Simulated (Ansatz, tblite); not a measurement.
Cost and result up the ladder for CaI₂⁻ (3 atoms). The state is a doublet with charge -1. Geometry: r2SCAN-D4/def2-TZVPD.

```tsv
atom	x (Å)	y (Å)	z (Å)
Ca1	0.5988	0.6438	-0.0274
I2	0.3495	-0.8190	2.5154
I3	-0.9482	0.1752	-2.4881
```

Ansatz on 4 threads of Arm Neoverse V1 on a shared host; xTB runs through tblite on one thread. Times are rough, summed over both states, and most runs start from the orbitals of an earlier one. PBE0-D4/def2-TZVPD serves as the yardstick here, not as an exact answer. The other state is a singlet.

In the def2 sets I takes a core potential; there is no spin–orbit coupling. The xTB rows come from tblite. The structure comes from a short search, and lower isomers may exist.

Raw xTB energies of ions are shifted by several eV, and xTB has no spin-polarisation term.

```tsv
level	functions	vertical IE (eV)	difference from PBE0-D4/def2-TZVPD (eV)	remarks
GFN2-xTB	27	5.26	3.72	–
PBE-D4/def2-TZVPD	154	1.50	-0.04	HOMO above zero (-1 doublet)
PBE0-D4/def2-TZVPD	154	1.54	0.00	–
GFN1-xTB	27	3.89	2.35	–
r2SCAN-D4/def2-TZVPD (with forces)	154	1.49	-0.05	HOMO above zero (-1 doublet)
```

(1) Estimate how long each takes.

Results:

(1) GFN1-xTB 0.005 s; GFN2-xTB 0.009 s; PBE-D4/def2-TZVPD 5.1 s; PBE0-D4/def2-TZVPD 9.1 s; r2SCAN-D4/def2-TZVPD (with forces) 13 s. On shared hardware such times vary by a factor of up to 3.
